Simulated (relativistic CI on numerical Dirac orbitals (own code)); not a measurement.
# Mn³⁺: 3d valence photoemission

Computed with this model: Dirac-Coulomb-Breit CI, orbitals from a KLI potential per configuration, model QED, valence Slater integrals scaled by 0.7, multiplet model of photoemission in the sudden approximation; configurations [Ar] 3d4 → [Ar] 3d3; 300 K; Lorentzian 0.42 eV and Gaussian 0.5 eV FWHM. Energies are those of the free ion, without screening or charge transfer. The energies are binding energies and can lie tens of eV above those of solids. S is read from ⟨S²⟩ = S(S + 1).

Field parameters in Wybourne normalisation: D3d B²₀ = −7Dσ, B⁴₀ = −14Dq − 21Dτ, B⁴₃ = −14√(10/7) Dq; D4h B²₀ = −7Ds, B⁴₀ = 21(Dq − Dt), B⁴₄ = 21√(5/14) Dq; Td as Oh with Dq negative (B⁴₀ = 21Dq, B⁴₄ = √(5/14) B⁴₀). The field is a parameter set, without covalency.

Peaks in eV (height, largest 100): 48.6 (65), 50.8 (100), 51.8 (34).

**Question.** Which surroundings give this spectrum?
A. D4h, 10Dq = 17000, Ds = -790, Dt = -610 cm⁻¹
B. free ion
C. D4h, 10Dq = 20550, Ds = -1100, Dt = -210 cm⁻¹
D. D3d, 10Dq = 25000, Dσ = 350, Dτ = -240 cm⁻¹

**Answer.** C. D4h, 10Dq = 20550, Ds = -1100, Dt = -210 cm⁻¹, where the ground state has S = 1.19.
